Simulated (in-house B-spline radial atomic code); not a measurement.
**BP86 excitations of the nitrogen ion N³⁺**

Method: BP86. Computed with an all-electron radial atomic-structure program (B-spline basis): linear response of the closed shell [He] 2s2 with the functional's adiabatic kernel; non-relativistic, point nucleus, no spin-orbit coupling, no double excitations, S, P, D and F terms only.

Command:
```bash
python run_td.py task.json out
```
Settings (radii: box in bohr, nucleus in fm):
```
Z                        7
electrons                4
configuration            [He] 2s2
hamiltonian              nr
method                   b88,p86
box_radius               23.08
intervals                49
```

Run time, properties included: 0.1 s on 1 thread of Arm Neoverse N1, with other jobs on the host.

The lowest states, in the order of their Tamm-Dancoff energies; the method's threshold (minus the highest occupied level) is 68.17 eV. Labels give the largest channel, * marks a mixed state, and oscillator strengths are full-response dipole values. Semilocal kernels can invert the small singlet-triplet splittings of Rydberg terms. Energies in eV:

| state | full response | Tamm-Dancoff | oscillator strength |
| --- | --- | --- | --- |
| 2s → 2p 3P | 6.411 | 7.433 | - |
| 2s → 2p 1P | 15.166 | 15.951 | 0.598 |
| 2s → 3s 3S | 45.25 | 45.27 | - |
| 2s → 3s 1S | 46.45 | 46.47 | - |
| 2s → 3p 3P | 47.98 | 48.01 | - |
| 2s → 3p 1P | 48.21 | 48.22 | 0.306 |
| 2s → 3d 3D | ? | ? | - |
| 2s → 3d 1D | 50.29 | 50.30 | - |
| 2s → 4s 3S | 57.12 | 57.13 | - |
| 2s → 4s 1S | 57.46 | 57.46 | - |
| 2s → 4p 3P | 58.15 | 58.15 | - |
| 2s → 4p 1P | 58.20 | 58.20 | 0.0928 |
| 2s → 4d 3D | 58.76 | 58.78 | - |
| 2s → 4d 1D | 59.03 | 59.03 | - |
| 2s → 4f 1F | 59.65 | 59.66 | - |
| 2s → 4f 3F | ? | ? | - |

Where does 2s → 4f 3F lie?

At 59.70 eV in full response, 59.70 eV in Tamm-Dancoff.

Where does 2s → 3d 3D lie?

At 49.52 eV in full response, 49.57 eV in Tamm-Dancoff.

How large is the singlet-triplet splitting of 2s → 2p (P terms) in Tamm-Dancoff?

8.52 eV, from the unrounded values.

What polarisabilities and dispersion coefficient does the method give?

Dipole 2.115 bohr³, quadrupole 1.472 bohr⁵, C6 2.099 hartree·bohr⁶ for two such species.
